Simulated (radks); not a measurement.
The tantalum ion Ta2+, 71 electrons, occupied as [Kr] 4d10 4f14 5p6 5d3 6s2 (not the ground configuration).

Calculated with a radial shooting solver on a logarithmic mesh with Libxc functionals: scalar-relativistic Kohn-Sham, PBEsol, spin-polarised, spherical densities, finite nucleus; open shells are filled with parallel spins first (spin-orbit coupling, left out, can overturn this in heavy ions); Fermi nuclear charge, rms radius 5.3507 fm.

Energy parts (eV):
part                       energy
total                  -424262.49
kinetic                 465933.65
electron-nucleus      -1045747.68
Hartree                 163968.21
exchange-correlation     -8416.68

Orbitals (lengths in bohr, moments of r in powers of bohr):
orbital  occ.  eigenvalue (eV)       <r^4>
1s up       1        -67353.61   6.212e-07
1s down     1        -67353.61   6.212e-07
2s up       1        -11598.72  0.00009394
2s down     1        -11598.55  0.00009394
2p up       3        -10172.11  0.00007329
2p down     3        -10171.97  0.00007329
3s up       1        -2680.141    0.003469
3s down     1        -2680.087    0.003469
3p up       3        -2255.635    0.003717
3p down     3        -2255.574    0.003716
3d up       5        -1759.362    0.002877
3d down     5        -1759.250    0.002877
4s up       1        -570.5327     0.08218
4s down     1        -570.3829     0.08216
4p up       3        -431.2448      0.1095
4p down     3        -431.1005      0.1094
4d up       5        -252.7172      0.1627
4d down     5        -252.5384      0.1620
4f up       7         -55.0042      0.5769
4f down     7         -54.6067      0.5490
5s up       0        -101.5716       2.509
5s down     0        -100.0110       2.455
5p up       3         -66.6923       4.656
5p down     3         -64.7157       4.584
5d up       3         -26.4204       20.16
5d down     0         -24.1837       22.32
6s up       1         -22.4982       86.06
6s down     1         -21.1911       96.68
6p up       0         -15.1645       197.9
6p down     0         -14.4002       224.8

The highest occupied level is 6s down at -21.191 eV. The configuration is held as typed, so some empty levels lie below it. The density falls to 0.001 e/bohr^3 at r = 4.16 bohr. The electron density at the nucleus is 1.391e+06 e/bohr^3 (large components only). Summed over all electrons, <r^2> = 49.80 bohr^2, which gives a Langevin (diamagnetic) susceptibility term of -39.4 x 10^-6 cm^3/mol.
